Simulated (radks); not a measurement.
Values are calculated unless marked as measured or tabulated.
Task: Species: P4+. Configuration: [He] 2s1 2p6 3s1 4f1 (not the ground configuration). Code: a radial shooting solver on a logarithmic mesh with Libxc functionals. Model: non-relativistic Kohn-Sham, TPSS, spin-unpolarised, spherical densities, point nucleus; meta-GGA in the generalised Kohn-Sham scheme. Some entries of the table are withheld. Estimate them.

| orbital | occ. | eigenvalue (hartree) | <1/r> (bohr^-1) |
|---|---|---|---|
| 1s | 2 | -80.35270 | (1) |
| 2s | 1 | -9.60116 | 2.889 |
| 2p | 6 | -7.83690 | (2) |
| 3s | 1 | -2.53077 | 0.9394 |
| 3p | 0 | -2.10745 | 0.8707 |
| 4s | 0 | -1.09763 | (3) |
| 4f | 1 | (4) | (5) |

Result: 
(1) 1s <1/r> (bohr^-1): 14.58
(2) 2p <1/r> (bohr^-1): 2.798
(3) 4s <1/r> (bohr^-1): 0.4341
(4) 4f eigenvalue (hartree): -0.68750
(5) 4f <1/r> (bohr^-1): 0.3239
